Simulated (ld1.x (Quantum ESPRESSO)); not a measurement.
**Building the TM potential for technetium (PBE, scalar-relativistic).**

ld1.x (Quantum ESPRESSO) 7.5 was run on this input:

```
&input
   title='Tc', zed=43., rel=1, dft='PBE', iswitch=3,
   config='[Kr] 4d5 5s1 5p1',
   nld=3, rlderiv=3.10, eminld=-5.0, emaxld=5.0, deld=0.02
 /
 &inputp
   pseudotype=2, tm=.true., lloc=2,
   nlcc=.false.,
   file_pseudopw='Tc.UPF', file_wfcaegen='ae.wfc', file_wfcncgen='nc.wfc', file_beta='beta', file_chi='chi'
 /
3
5S  1  0   1.00   0.00  2.85  2.85  0.0
4P  2  1   6.00   0.00  1.70  1.70  0.0
4D  3  2   5.00   0.00  2.20  2.20  0.0
 &test
   configts(1)='4p6 4d5 5s1 5p1'
 /
```

Command:

```bash
ld1.x < Tc.in > Tc.out
```

The program printed (shortened: banner, matrices, multipoles, cross overlaps and the repeated all-electron block are left out):

```
Program LD1 v.7.5
     --------------------------- All-electron run ----------------------------

     Tc
     scalar relativistic calculation

     atomic number is 43.00
     dft =PBE   lsd =0 sic =0 latt =0  beta=0.20 tr2=1.0E-14
     Exchange-correlation= PBE
                           (   1   4   3   4   0   0   0)
     mesh =1231 r(mesh) = 100.86670 a.u. xmin = -7.00 dx = 0.01250
     1 Ry =  13.60569312 eV, c = 137.03599908

     n l     nl                  e(Ry)          e(Ha)          e(eV)
     1 0     1S 1( 2.00)     -1533.9327      -766.9664    -20870.2182
     2 0     2S 1( 2.00)      -218.9393      -109.4697     -2978.8215
     2 1     2P 1( 6.00)      -195.9556       -97.9778     -2666.1121
     3 0     3S 1( 2.00)       -38.2256       -19.1128      -520.0856
     3 1     3P 1( 6.00)       -30.6806       -15.3403      -417.4303
     4 0     4S 1( 2.00)        -5.5014        -2.7507       -74.8510
     4 1     4P 1( 6.00)        -3.4411        -1.7205       -46.8181
     3 2     3D 1(10.00)       -18.4724        -9.2362      -251.3293
     4 2     4D 1( 5.00)        -0.5908        -0.2954        -8.0377
     5 0     5S 1( 1.00)        -0.4382        -0.2191        -5.9617
     5 1     5P 1( 1.00)        -0.1542        -0.0771        -2.0973

     final scf error:  2.1E-15 reached in  28 iterations

     Etot =   -8570.913814 Ry,   -4285.456907 Ha, -116613.223141 eV

     Ekin =    8850.184256 Ry,    4425.092128 Ha,  120412.891064 eV
     Encl =  -20651.560754 Ry,  -10325.780377 Ha, -280978.798136 eV
     Eh   =    3486.775633 Ry,    1743.387816 Ha,   47439.999246 eV
     Exc  =    -256.312948 Ry,    -128.156474 Ha,   -3487.315315 eV

     normalization and overlap integrals

     s(1S/1S) =  1.000000  <r> =   0.0343  <r2> =    0.0016  r(max) =   0.0224
     s(2S/2S) =  1.000000  <r> =   0.1496  <r2> =    0.0264  r(max) =   0.1257
     s(2P/2P) =  1.000000  <r> =   0.1304  <r2> =    0.0208  r(max) =   0.1004
     s(3S/3S) =  1.000000  <r> =   0.4154  <r2> =    0.1976  r(max) =   0.3730
     s(3P/3P) =  1.000000  <r> =   0.4163  <r2> =    0.2016  r(max) =   0.3638
     s(4S/4S) =  1.000000  <r> =   1.0576  <r2> =    1.2674  r(max) =   0.9525
     s(4P/4P) =  1.000000  <r> =   1.1719  <r2> =    1.5739  r(max) =   1.0266
     s(3D/3D) =  1.000000  <r> =   0.3990  <r2> =    0.1910  r(max) =   0.3131
     s(4D/4D) =  1.000000  <r> =   1.6975  <r2> =    3.5286  r(max) =   1.2697
     s(5S/5S) =  1.000000  <r> =   3.2260  <r2> =   11.9273  r(max) =   2.6880
     s(5P/5P) =  1.000000  <r> =   4.5199  <r2> =   23.9549  r(max) =   3.5834

     ------------------------ End of All-electron run ------------------------

     --------------------- Generating NC pseudopotential ---------------------

      Generating local pot.: lloc=2, matching radius rcloc =   2.2000

      Wfc   5S  rcut= 2.826  Using Troullier-Martins method

      Wfc   4P  rcut= 1.714  Using Troullier-Martins method

     ------------------- End of pseudopotential generation -------------------

     Computing logarithmic derivative in   3.10362
     Message from routine run_pseudo:
     Warning: convergence not achieved
     Computing logarithmic derivative in   3.10362
     Computing the partial wave expansion
     R is outside the sphere for l=    0 j= 0.00
     R is outside the sphere for l=    1 j= 0.00
       no projector for channel:   2

     ---------------------- Testing the pseudopotential ----------------------

     Tc
     scalar relativistic calculation

     atomic number is 43.00   valence charge is 13.00
     dft =PBE   lsd =0 sic =0 latt =0  beta=0.20 tr2=1.0E-14
     mesh =1231 r(mesh) = 100.86670 xmin = -7.00 dx = 0.01250

     n l     nl             e AE (Ry)        e PS (Ry)    De AE-PS (Ry)
     2 1     4P   1( 6.00)       -3.44107       -3.44107        0.00000
     3 2     4D   1( 5.00)       -0.59076       -0.59076        0.00000
     1 0     5S   1( 1.00)       -0.43818       -0.43818        0.00000
     3 1     5P   1( 1.00)       -0.15415       -0.15361       -0.00054

     eps = 1.5E-10  iter =201

     Etot =   -8570.913814 Ry,   -4285.456907 Ha, -116613.223141 eV
     Etotps =  -112.622663 Ry,     -56.311332 Ha,   -1532.309398 eV

     Ekin =      47.670414 Ry,      23.835207 Ha,     648.589030 eV
     Encl =    -244.674926 Ry,    -122.337463 Ha,   -3328.971963 eV
     Ehrt =      92.414268 Ry,      46.207134 Ha,    1257.360169 eV
     Ecxc =     -13.336954 Ry,      -6.668477 Ha,    -181.458502 eV
     Epseu=       5.304534 Ry,       2.652267 Ha,      72.171868 eV

     ---------------------- End of pseudopotential test ----------------------
```

Note: ghost state, extra bound levels that the all-electron valence spectrum of the same l lacks: s at -70.7 eV. A true bound ghost makes a file unfit for plane-wave use.

Generation and configuration tests took about 5 s on one core of a shared server CPU.
